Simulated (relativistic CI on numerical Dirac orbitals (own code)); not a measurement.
# Hyperfine structure of Tb⁴⁶⁺, mass number 157

Computed by Dirac-Coulomb-Breit CI, separate exchange-only KLI orbitals for each configuration, model QED, unscaled Slater integrals (own radial code, finite nucleus).

CI space (outside the closed core [Ne]): 3s²3p⁶3d, 3s²3p⁵3d², 3s3p⁶3d², 3s²3p⁶4s, 3s²3p⁶4p, 3s²3p⁶4d, 3s²3p⁵3d4s, 3s²3p⁶4f, 3s²3p⁵3d4p, 3p⁶3d³, 3p⁵3d⁴, 3p⁵3d³4s. Double excitations out of closed p, d and f shells are left out; levels of such configurations are missing from the list, as are those of other unlisted configurations, and high levels can miss mixing partners. These lack a partner that the ground configuration has and come out too high: 3s²3p⁵3d4p.

Nuclear spin I = 3/2, μ = 2.03 μN, Q = 1.4 b (tables of Stone and Pyykkö). The electronic factors are computed for point nuclear moments, without core polarisation or the Bohr-Weisskopf and QED corrections.

```tsv
Level	E (cm⁻¹)	A (MHz)	B (MHz)
3s²3p⁶3d ²D3/2	0	92350	62400
3s²3p⁶3d ²D5/2	337052	37410	79000
3s²3p⁵3d² ⁴D°1/2	1714136	21700	
3s²3p⁵3d² ⁴D°5/2	2014004	51330	81700
3s²3p⁵3d² ⁴G°9/2	2048745	91760	-321000
3s²3p⁵3d² ²H°11/2	2121088	87370	-241000
```

Levels with J = 0, under 50 % of one LS term, or S terms without an open s electron are left out. Small factors come from cancelling terms and can be off by tens of per cent or more.

At this charge energies of transitions that change n are usually good to better than 1 %, and those within a shell (Δn = 0) to a few per cent.

Q: Give the hyperfine levels of 3s²3p⁶3d ²D3/2 relative to its centre of gravity.

A: With K = F(F + 1) − I(I + 1) − J(J + 1), E = AK/2 + B[¾K(K + 1) − I(I + 1)J(J + 1)]/[2I(2I − 1)J(2J − 1)]: F = 0: -268300, F = 1: -238400, F = 2: -116100, F = 3: 223400 MHz.

LS names give the leading component of a level, which can be under half, so a name can repeat, a term be missing and a line seem to break the LS rules.
